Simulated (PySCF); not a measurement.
**Question.** What does the PBE0-D3(BJ)/def2-SVP structure of `CC(C)[C@H](C#N)CNC=O` look like in three dimensions?

**Answer.** 
```xyz
22
C7H12N2O angstrom
C     -1.2159    1.0547    0.7471
C     -0.8619    0.1444   -0.4223
C     -2.1049   -0.3770   -1.1334
C      0.0540   -1.0280   -0.0055
C     -0.6074   -1.9027    0.9632
N     -1.1301   -2.5813    1.7418
C      1.4264   -0.6053    0.5549
N      2.2065    0.1599   -0.3807
C      2.4286    1.4933   -0.2421
O      1.9821    2.1879    0.6404
H     -0.3254    1.5453    1.1654
H     -1.7266    0.4923    1.5458
H     -1.8997    1.8489    0.4121
H     -0.2692    0.7269   -1.1492
H     -1.8465   -1.0084   -1.9983
H     -2.7291   -0.9778   -0.4525
H     -2.7199    0.4586   -1.4989
H      0.2320   -1.6489   -0.9031
H      1.2929    0.0161    1.4510
H      1.9833   -1.5058    0.8580
H      2.6494   -0.3148   -1.1572
H      3.0855    1.8930   -1.0513
```

Any rigid rotation of these coordinates is as good. Atoms count from 1 in this order. Of the pairs four or more bonds apart, O10···H19 is among the closest relative to their van der Waals radii: 2.42 Å, 89 % of the sum of Bondi's values. N8 (amide nitrogen) is planar (angles 123.0°, 119.1° and 117.8°, sum 359.9°, 0.02 Å off the plane of its three neighbours). The 5 C–C bonds span 1.463 Å (C4–C5, drawn single) to 1.545 Å (C2–C4, drawn single), a spread of 0.082 Å. The C–N distances run from 1.158 Å (C5≡N6, drawn triple) to 1.438 Å (C7–N8, drawn single), a spread of 0.280 Å.

Bonds between heavy atoms (Å): C1–C2 1.524, C2–C3 1.524, C2–C4 1.545, C4–C5 1.463, C5≡N6 1.158, C4–C7 1.542, C7–N8 1.438, N8–C9 1.359, C9=O10 1.209.

Method used: PBE0-D3(BJ)/def2-SVP geometry optimisation, gas phase in PySCF.

Point group: C1 (no symmetry element, even within 0.4 Å). No PBE0-D3(BJ)/def2-SVP frequencies stand behind this structure, so it isn't proved a minimum. One conformer, not necessarily the lowest (C1–C2–C4–C5 63°, C2–C4–C7–N8 -60°, C4–C7–N8–C9 108°, C7–N8–C9–O10 -2°).
